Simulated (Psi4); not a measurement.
Method: Psi4 with SAPT0/jun-cc-pVDZ, frozen core.

Psi4 input:

```
molecule {
0 1
Si -1.16571855 0.12093880 -0.02072386
Si 1.16571080 -0.12099223 0.02072644
H -1.76102610 -0.80103681 -1.01851559
H -1.53219781 1.51185322 -0.38276226
H -1.73890579 -0.18864824 1.31180573
H 1.53238255 -1.51118691 0.38531294
H 1.76113685 0.80292942 1.01664890
H 1.73861803 0.18614274 -1.31249230
--
0 1
C -0.10775631 2.18883417 -3.11846731
O -0.45005439 0.82599981 -2.90870295
H -0.12998142 2.46238099 -4.17921458
H 0.90983076 2.31753806 -2.75250730
H -0.76258257 2.86986290 -2.56357481
H -1.34730052 0.68100396 -3.22425484
units angstrom
symmetry c1
no_reorient
no_com
}
set basis jun-cc-pvdz
set scf_type df
set freeze_core true
energy('sapt0')
```

Part of the output:

```
    SAPT Results
  --------------------------------------------------------------------------------------------------------
    Electrostatics                 -8.41837438 [mEh]      -5.28260968 [kcal/mol]     -22.10243890 [kJ/mol]
      Elst10,r                     -8.41837438 [mEh]      -5.28260968 [kcal/mol]     -22.10243890 [kJ/mol]

    Exchange                       12.38536964 [mEh]       7.77193679 [kcal/mol]      32.51778352 [kJ/mol]
      Exch10                       12.38536964 [mEh]       7.77193679 [kcal/mol]      32.51778352 [kJ/mol]
      Exch10(S^2)                  12.32769255 [mEh]       7.73574386 [kcal/mol]      32.36635233 [kJ/mol]

    Induction                      -2.04716084 [mEh]      -1.28461282 [kcal/mol]      -5.37482004 [kJ/mol]
      Ind20,r                      -5.15529995 [mEh]      -3.23499956 [kcal/mol]     -13.53523816 [kJ/mol]
      Exch-Ind20,r                  3.95243528 [mEh]       2.48019058 [kcal/mol]      10.37711739 [kJ/mol]
      delta HF,r (2)               -0.84429616 [mEh]      -0.52980384 [kcal/mol]      -2.21669926 [kJ/mol]

    Dispersion                     -4.70510091 [mEh]      -2.95249540 [kcal/mol]     -12.35324074 [kJ/mol]
      Disp20                       -5.57498772 [mEh]      -3.49835761 [kcal/mol]     -14.63712823 [kJ/mol]
      Exch-Disp20                   0.86988681 [mEh]       0.54586221 [kcal/mol]       2.28388749 [kJ/mol]
      Disp20 (SS)                  -2.78749386 [mEh]      -1.74917880 [kcal/mol]      -7.31856411 [kJ/mol]
      Disp20 (OS)                  -2.78749386 [mEh]      -1.74917880 [kcal/mol]      -7.31856411 [kJ/mol]
      Exch-Disp20 (SS)              0.46728547 [mEh]       0.29322606 [kcal/mol]       1.22685784 [kJ/mol]
      Exch-Disp20 (OS)              0.40260133 [mEh]       0.25263615 [kcal/mol]       1.05702965 [kJ/mol]

  Total HF                          1.91983442 [mEh]       1.20471429 [kcal/mol]       5.04052458 [kJ/mol]
  Total SAPT0                      -2.78526649 [mEh]      -1.74778111 [kcal/mol]      -7.31271616 [kJ/mol]
```
